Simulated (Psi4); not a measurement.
Relaxed torsion scan: SMILES C#CCC[Si](F)(F)F. Scanned: dihedral C2–C3–C4–Si5; all other coordinates were relaxed at GFN2-xTB. Points at φ and −φ are mirror images.

Geometry of the scan point at 40° (Å):
```
13

C      3.1781     0.0764     0.3453
C      2.0234    -0.2052     0.4831
C      0.6160    -0.5156     0.6306
C     -0.2737     0.4348    -0.1961
Si     0.4090     0.8545    -1.8970
F      1.5227     1.9830    -1.9296
F      1.0434    -0.3651    -2.6900
F     -0.7176     1.4041    -2.8763
H      4.1934     0.3080     0.2233
H      0.3382    -0.4635     1.6863
H      0.4623    -1.5439     0.2893
H     -1.2704    -0.0020    -0.2811
H     -0.3941     1.3679     0.3611
```

Level of theory: DF-MP2 (frozen core)/cc-pVTZ // GFN2-xTB (Psi4).

Scanned values (°): -160, -140, -120, -100, -80, -60, -40, -20, 0, 20, 40, 60, 80, 100, 120, 140, 160, 180.

Q: Locate the minima and the barriers on this grid.

A: Lower than their neighbours: -60° (0.012 eV), 60° (0.012 eV), 180° (0.000 eV). Higher than their neighbours: -120° (0.144 eV), 0° (0.151 eV), 120° (0.144 eV). The whole profile spans 0.151 eV.
